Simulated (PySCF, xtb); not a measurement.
C4H4F2, SMILES F/C=C\C=C/F. One conformer was computed; it need not be the lowest.

Harmonic wavenumbers (cm⁻¹) from GFN2-xTB (xtb) at its own minimum, in rising order: 76, 152, 215, 310, 512, 584, 722, 755, 821, 855, 908, 977, 1039, 1131, 1187, 1238, 1264, 1345, 1668, 1676, 3091, 3092, 3103, 3116.

What does PBE0-D3(BJ)/def2-SVP (PySCF) give at its own minimum? (Estimate from the structure and the level; the computed values follow.)

89, 157, 226, 340, 592, 651, 775, 791, 812, 940, 962, 1003, 1091, 1179, 1246, 1283, 1357, 1460, 1723, 1785, 3223, 3227, 3244, 3246. Paired by order, the mean absolute difference is 66 cm⁻¹ and the zero-point energies are 42.7 and 44.9 kcal/mol.
